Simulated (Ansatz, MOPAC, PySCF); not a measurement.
Breaking a bond: MgH, doublet.

Levels of theory: ROMP2 = MP2 on ROHF/cc-pVDZ, frozen core (Ansatz, a quantum-chemistry and plane-wave program); UHF/3-21G = unrestricted Hartree-Fock/3-21G (PySCF); PM6, unrestricted, heats of formation (MOPAC); UKS-B3LYP/6-31G* = unrestricted B3LYP/6-31G*, spherical d in PySCF; UHF/cc-pVDZ (Ansatz).

Energies are in kcal/mol, each relative to the lowest point of its own curve near equilibrium.

```json
[
 {"R / Å": "1.30", "ROMP2": "32.4", "UHF/3-21G": "35.9", "PM6": "57.5", "UKS-B3LYP/6-31G*": "33.5", "UHF": "33.3"},
 {"R / Å": "1.38", "ROMP2": "19.1", "UHF/3-21G": "22.0", "PM6": "…", "UKS-B3LYP/6-31G*": "20.2", "UHF": "19.8"},
 {"R / Å": "1.48", "ROMP2": "8.5", "UHF/3-21G": "10.5", "PM6": "14.5", "UKS-B3LYP/6-31G*": "9.4", "UHF": "9.0"},
 {"R / Å": "1.59", "ROMP2": "2.3", "UHF/3-21G": "3.3", "PM6": "3.5", "UKS-B3LYP/6-31G*": "2.9", "UHF": "2.6"},
 {"R / Å": "1.64", "ROMP2": "0.9", "UHF/3-21G": "1.5", "PM6": "1.1", "UKS-B3LYP/6-31G*": "1.3", "UHF": "1.1"},
 {"R / Å": "1.69", "ROMP2": "…", "UHF/3-21G": "…", "PM6": "0.0", "UKS-B3LYP/6-31G*": "0.4", "UHF": "…"},
 {"R / Å": "1.74", "ROMP2": "0.0", "UHF/3-21G": "0.0", "PM6": "0.0", "UKS-B3LYP/6-31G*": "0.0", "UHF": "0.0"},
 {"R / Å": "1.80", "ROMP2": "…", "UHF/3-21G": "0.1", "PM6": "1.1", "UKS-B3LYP/6-31G*": "0.1", "UHF": "0.3"},
 {"R / Å": "1.87", "ROMP2": "1.6", "UHF/3-21G": "1.0", "PM6": "3.5", "UKS-B3LYP/6-31G*": "0.9", "UHF": "1.3"},
 {"R / Å": "1.91", "ROMP2": "2.5", "UHF/3-21G": "1.8", "PM6": "5.4", "UKS-B3LYP/6-31G*": "1.6", "UHF": "2.2"},
 {"R / Å": "1.99", "ROMP2": "4.9", "UHF/3-21G": "3.8", "PM6": "9.6", "UKS-B3LYP/6-31G*": "3.4", "UHF": "4.3"},
 {"R / Å": "2.15", "ROMP2": "10.9", "UHF/3-21G": "8.9", "PM6": "18.5", "UKS-B3LYP/6-31G*": "8.0", "UHF": "9.5"},
 {"R / Å": "2.39", "ROMP2": "21.1", "UHF/3-21G": "16.0", "PM6": "27.4", "UKS-B3LYP/6-31G*": "15.3", "UHF": "16.9"},
 {"R / Å": "2.63", "ROMP2": "27.2", "UHF/3-21G": "20.6", "PM6": "31.6", "UKS-B3LYP/6-31G*": "21.5", "UHF": "21.8"},
 {"R / Å": "2.92", "ROMP2": "28.4", "UHF/3-21G": "23.3", "PM6": "…", "UKS-B3LYP/6-31G*": "26.7", "UHF": "24.7"},
 {"R / Å": "3.10", "ROMP2": "28.5", "UHF/3-21G": "24.1", "PM6": "34.8", "UKS-B3LYP/6-31G*": "28.7", "UHF": "25.5"},
 {"R / Å": "3.50", "ROMP2": "28.4", "UHF/3-21G": "24.7", "PM6": "35.7", "UKS-B3LYP/6-31G*": "31.3", "UHF": "26.1"},
 {"R / Å": "3.85", "ROMP2": "28.3", "UHF/3-21G": "24.8", "PM6": "36.0", "UKS-B3LYP/6-31G*": "32.2", "UHF": "26.2"},
 {"R / Å": "4.27", "ROMP2": "28.2", "UHF/3-21G": "24.8", "PM6": "36.1", "UKS-B3LYP/6-31G*": "32.7", "UHF": "26.1"},
 {"R / Å": "4.70", "ROMP2": "28.2", "UHF/3-21G": "24.8", "PM6": "36.1", "UKS-B3LYP/6-31G*": "32.8", "UHF": "26.0"},
 {"R / Å": "5.24", "ROMP2": "28.2", "UHF/3-21G": "24.9", "PM6": "36.1", "UKS-B3LYP/6-31G*": "32.9", "UHF": "26.0"},
 {"R / Å": "6.03", "ROMP2": "28.2", "UHF/3-21G": "24.9", "PM6": "36.1", "UKS-B3LYP/6-31G*": "33.0", "UHF": "26.0"},
 {"R / Å": "6.87", "ROMP2": "28.2", "UHF/3-21G": "24.9", "PM6": "36.1", "UKS-B3LYP/6-31G*": "33.0", "UHF": "26.0"}
]
```

Question: Some entries are withheld; supply them.

Answer: 
- 1.38, PM6: 33.7
- 1.69, ROMP2: 0.2
- 1.69, UHF/3-21G: 0.5
- 1.69, UHF: 0.3
- 1.80, ROMP2: 0.4
- 2.92, PM6: 34.0

The T1 diagnostic of CCSD on the restricted reference of ROMP2 exceeds 0.045 at 1.91 to 3.10 Å. The unrestricted determinant behind UHF/3-21G, UHF is spin-contaminated at 2.39 to 3.10 Å (<S²> up to 0.9, against 0.75 for a pure doublet).
